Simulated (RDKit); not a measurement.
RDKit input (UFF):

```python
from rdkit import Chem
from rdkit.Chem import AllChem, rdDetermineBonds

mol = Chem.MolFromXYZFile('mol.xyz')
rdDetermineBonds.DetermineBonds(mol, charge=0)
print('SMILES', Chem.MolToSmiles(Chem.RemoveHs(mol)))
ff = AllChem.UFFGetMoleculeForceField(mol)
e0 = ff.CalcEnergy()
flag = ff.Minimize(maxIts=5000, forceTol=1e-5)
print(f'energy {e0:.4f} -> {ff.CalcEnergy():.4f} kcal/mol, converged: {flag == 0}')
print(Chem.MolToXYZBlock(mol))
```
mol.xyz:
```
4

C      0.01425900    -0.00055500    -0.74078200
O      0.00715200     0.00561000     0.56769200
H      0.88752300     0.26011200     0.88741300
H     -1.03029300    -0.30166700    -0.98425100
```

Output:

```
SMILES [H]/[C-]=[O+]/[H]
energy 17.0859 -> -0.0439 kcal/mol, converged: True
4

C     -0.071425   -0.025805   -0.661357
O      0.062822    0.022518    0.549727
H      0.915946    0.267642    0.931958
H     -1.028702   -0.300855   -1.090255
```

The geometry given is a B3LYP-D3(BJ)/def2-TZVP minimum.
